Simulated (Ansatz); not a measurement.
Reaction (formal exchange of groups at a C–C bond): `C=CCO` + `BN[SiH3]` → `BN[SiH2]C=C` + CH₃OH

Program: Ansatz. Geometries: PBE0-D4/def2-TZVP. ΔE: electronic, gas phase. CCSD(T)/CBS is the MP2 limit (def2-TZVPP, def2-QZVPP) plus CCSD(T) − MP2 in def2-TZVPP, frozen cores. This one scheme is used for every species. Functionals use def2-TZVPP. B3LYP here is the variant with VWN-RPA as its local correlation; programs differ in this. One conformer a species, not always the lowest.

```json
{"level": "BLYP-D4", "ΔE (kJ/mol)": "-25.9", "difference from CCSD(T)/CBS": "1.2"}
{"level": "B97M-V", "ΔE (kJ/mol)": "-24.9", "difference from CCSD(T)/CBS": "2.2"}
{"level": "ωB97X-V", "ΔE (kJ/mol)": "-23.6", "difference from CCSD(T)/CBS": "3.5"}
{"level": "ωB97M-V", "ΔE (kJ/mol)": "-25.8", "difference from CCSD(T)/CBS": "1.3"}
{"level": "PBE", "ΔE (kJ/mol)": "-22.2", "difference from CCSD(T)/CBS": "4.9"}
{"level": "PBE0", "ΔE (kJ/mol)": "-23.3", "difference from CCSD(T)/CBS": "3.8"}
{"level": "B3LYP", "ΔE (kJ/mol)": "-23.4", "difference from CCSD(T)/CBS": "3.7"}
{"level": "HF/def2-TZVPP", "ΔE (kJ/mol)": "-23.0", "difference from CCSD(T)/CBS": "4.1"}
{"level": "HF/CBS(def2)", "ΔE (kJ/mol)": "-23.4", "difference from CCSD(T)/CBS": "3.7"}
{"level": "MP2/CBS(def2)", "ΔE (kJ/mol)": "-28.8", "difference from CCSD(T)/CBS": "-1.7"}
{"level": "CCSD(T)/CBS", "ΔE (kJ/mol)": "-27.1", "difference from CCSD(T)/CBS": "0"}
```

Largest T1 diagnostic among the species: 0.012.

At CCSD(T), def2-SVP lies +12.8 kJ/mol from the extrapolated value and def2-TZVPP +1.9 kJ/mol. Leaving LDA and LC-ωPBE aside and taking each functional with its dispersion term where it has one, the values, not all of them listed here, spread over 3.3 kJ/mol, from BHLYP-D4 to ωB97X-V. LDA lies +6.8 kJ/mol from PBE without D4.
